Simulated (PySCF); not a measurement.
Can point charges reproduce the dipole moment of `FC(F)(F)C#CC1=CCC1`?

Coordinates (GFN2-xTB, Å) and charges (e) from the PBE0/pcSseg-1 density (PySCF):

```tsv
atom	x	y	z	Mulliken	IAO	Hirshfeld	ESP-fitted
F1	3.959	-0.936	0.527	-0.2653	-0.2738	-0.0966	-0.1836
C2	3.417	0.159	-0.036	+0.8153	+0.8067	+0.2649	+0.5691
F3	3.861	1.211	0.675	-0.2653	-0.2738	-0.0965	-0.1842
F4	3.962	0.268	-1.260	-0.2636	-0.2725	-0.0951	-0.1843
C5	1.970	0.096	-0.081	-0.4278	-0.1157	-0.0859	-0.0416
C6	0.766	0.045	-0.141	+0.4733	+0.0285	-0.0083	-0.2694
C7	-0.625	-0.017	-0.155	-0.2942	-0.0308	+0.0033	+0.2958
C8	-1.572	0.001	-1.106	-0.0953	-0.1130	-0.0154	-0.2191
C9	-2.704	-0.115	-0.131	-0.1797	-0.2631	-0.0657	-0.1642
C10	-1.621	-0.137	0.977	-0.1269	-0.2526	-0.0606	-0.1989
H11	-1.549	0.071	-2.178	+0.0621	+0.1598	+0.0617	+0.1668
H12	-3.295	-1.025	-0.215	+0.1430	+0.1499	+0.0486	+0.1032
H13	-3.375	0.742	-0.100	+0.1430	+0.1499	+0.0486	+0.1035
H14	-1.557	-1.063	1.543	+0.1407	+0.1503	+0.0483	+0.1038
H15	-1.639	0.709	1.660	+0.1407	+0.1502	+0.0484	+0.1032
```

**Question.** Form Σ q r in debye for every column and set it beside the full dipole.

**Answer.** The full density gives (-4.08, -0.18, -0.07) D, 4.09 D in size; dipole vectors point from the negative to the positive end.

```tsv
scheme	μx	μy	μz	size (D)	share of the full size (%)	angle to the full dipole (°)
Mulliken	-6.18	-0.37	1.31	6.33	155	13
IAO	-5.19	-0.24	-0.03	5.19	127	1
Hirshfeld	-3.26	-0.14	-0.13	3.26	80	1
ESP-fitted	-4.15	-0.19	-0.04	4.16	102	0
```

**Question.** Which set comes closest?

**Answer.** Length of the difference vector: ESP-fitted 0.08 D, Hirshfeld 0.83 D, IAO 1.11 D, Mulliken 2.52 D. Closest: ESP-fitted. ESP charges are fitted to the potential around the molecule, whose slowest-falling term is the dipole's. The schemes that divide the density aren't constrained to reproduce the dipole.

**Question.** What is left for the Hirshfeld atoms' own dipoles?

**Answer.** The shares of the density sum to the whole, so what Σ q r misses lies in dipoles about the nuclei. The atomic dipoles sum to (-4.08, -0.18, -0.07) − (-3.26, -0.14, -0.13) = (-0.82, -0.04, 0.06) D, 0.83 D in size.

**Question.** With the origin at the mean of the coordinates, (0.000, 0.001, -0.001) Å, which are the largest single terms, by size, of the Hirshfeld dipole along the direction of the full one?

**Answer.** C2 -4.35, F1 +1.82, F3 +1.82, F4 +1.80, C9 -0.85 D; all 15 atoms together +3.26 D. The single terms depend on the origin, their sum doesn't.

**Question.** Give the size of the full dipole in other units.

**Answer.** 4.09 D = 1.608 au = 0.851 e·Å = 13.63 × 10⁻³⁰ C·m.

Geometry: GFN2-xTB; no solvent, vibrations or thermal averaging.

These values come from a run that also computed NMR shieldings. The run took 54 s of wall time on Arm Neoverse N1, one thread, no GPU (shared host), and the process peaked at 0.84 GiB of memory.
